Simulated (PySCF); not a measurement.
SMILES C=C[CH2][Al]([CH3])[O]C (C₅H₁₁AlO), singlet (GFN2-xTB optimised geometry):

```
18

Al     0.437    -0.057     0.000
C     -0.442     1.773     0.000
C     -1.903     1.683    -0.227
C     -2.823     1.676     0.727
H      0.031     2.393    -0.771
H     -0.236     2.251     0.966
H     -2.213     1.596    -1.262
H     -2.556     1.752     1.769
H     -3.874     1.594     0.508
C     -0.574    -1.777     0.020
H     -0.346    -2.393    -0.854
H     -1.652    -1.610     0.031
H     -0.328    -2.384     0.895
O      2.090    -0.057     0.000
C      3.486    -0.072    -0.004
H      3.874     0.946    -0.075
H      3.857    -0.529     0.917
H      3.852    -0.651    -0.856
```

Computed with PBE0/def2-SVP in PySCF.

Problem. What are the frontier orbital energies and the dipole moment?

Solution. HOMO-2 -8.11 eV, HOMO-1 -7.67 eV, HOMO -6.26 eV, LUMO -0.04 eV, LUMO+1 0.46 eV; dipole moment 1.60 D.

On the same geometry PBE/def2-SVP (PySCF) gives HOMO-2 -6.56 eV, HOMO-1 -6.21 eV, HOMO -5.12 eV, LUMO -0.85 eV, LUMO+1 -0.40 eV; dipole moment 1.65 D.

Meta-Löwdin charges at PBE0/def2-SVP: Al1 0.93, C2 -0.47, C3 -0.07, C4 -0.28, H5 0.11, H6 0.11, H7 0.09, H8 0.09, H9 0.10, C10 -0.61, H11 0.11, H12 0.12, H13 0.11, O14 -0.60, C15 -0.06, H16 0.10, H17 0.10, H18 0.10.
